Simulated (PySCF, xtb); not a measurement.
C₂H₅Se, SMILES CC[Se], multiplicity 2.

Harmonic wavenumbers (cm⁻¹) from GFN2-xTB (xtb) at its own minimum, in rising order: 223, 259, 536, 744, 978, 1001, 1066, 1213, 1222, 1404, 1427, 1486, 1491, 2964, 2971, 3021, 3032, 3037.

Problem. What does PySCF with PBE-D3(BJ)/def2-SVP give at its own minimum? (The exact figures need the calculation; the answer reports its results.)

Solution. 220, 279, 517, 554, 870, 944, 1045, 1187, 1191, 1339, 1363, 1408, 1419, 2965, 2968, 2999, 3054, 3076. Paired by order, the mean absolute difference is 47 cm⁻¹ and the zero-point energies are 40.1 and 39.2 kcal/mol.
